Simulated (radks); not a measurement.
Problem. Ionisation ladder of thulium, from Tm7+ to Tm16+. Each ion is in the ground configuration listed by NIST, and IE = E(next ion) - E(this ion). All-electron calculation, Dirac Kohn-Sham, BLYP, spin-unpolarised, spherical densities, point nucleus; open shells are shared between the two j in proportion to 2j + 1. Program: a radial shooting solver on a logarithmic mesh with Libxc functionals.

| species | configuration | IE, Delta-SCF (eV) | <r> HOMO (bohr) |
|---|---|---|---|
| Tm7+ | [Kr] 4d10 4f11 5s2 5p3 | ? | 0.689 |
| Tm8+ | [Kr] 4d10 4f11 5s2 5p2 | ? | 0.681 |
| Tm9+ | [Kr] 4d10 4f11 5s2 5p1 | 165.36 | 0.673 |
| Tm10+ | [Kr] 4d10 4f11 5s2 | 185.62 | 0.665 |
| Tm11+ | [Kr] 4d10 4f10 5s2 | ? | 0.644 |
| Tm12+ | [Kr] 4d10 4f9 5s2 | 264.46 | 0.624 |
| Tm13+ | [Kr] 4d10 4f9 5s1 | 285.75 | 0.617 |
| Tm14+ | [Kr] 4d10 4f9 | 296.94 | 0.611 |
| Tm15+ | [Kr] 4d10 4f8 | ? | 0.595 |
| Tm16+ | [Kr] 4d10 4f7 | 367.33 | 0.580 |

Estimate the withheld Delta-SCF values.

Solution. Tm7+: 130.02 eV (NIST 133); Tm8+: 147.49 eV (NIST 160); Tm11+: 215.53 eV (NIST 239); Tm15+: 331.44 eV (NIST 352).

Beside tabulated values, note that spin-unpolarised runs miss the spin-polarisation part of the exchange energy of open shells.
